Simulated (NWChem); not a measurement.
**Lowest excitation of Cl₂Se**

SMILES: Cl[Se]Cl
```xyz
3

Se     0.0000     0.0000     0.6872
Cl    -1.7155     0.0000    -0.6872
Cl     1.7155     0.0000    -0.6872
```
Charge 0, spin multiplicity 1.

Everything below was run with NWChem. The geometry was optimised at B3LYP/def2-SVP, a minimum by its harmonic frequencies.

Basis set: def2-SVPD.

The cost column gives rough processor time relative to TD-PBE; each entry includes its own SCF.

The Hamiltonian is non-relativistic. The correlated methods keep 19 core orbitals frozen. B3LYP has NWChem's definition, with VWN1-RPA local correlation. GW and range-separated runs recompute their integrals, the others keep them in memory, which bears on the times. The structure started from a generated list of species. Coupled-cluster values serve here as a point of comparison, not as the truth.

```tsv
method	lowest vertical singlet excitation energy (eV)	relative cost
EOM-CCSD	[?]	under 3
CIS	[?]	under 3
TD-B3LYP	[?]	under 3
TD-PBE	2.21	1
TDA-CAM-B3LYP	2.59	under 3
```

Q: What belongs in the gaps?

A: 
- EOM-CCSD, lowest vertical singlet excitation energy (eV): 2.82
- CIS, lowest vertical singlet excitation energy (eV): 3.22
- TD-B3LYP, lowest vertical singlet excitation energy (eV): 2.36
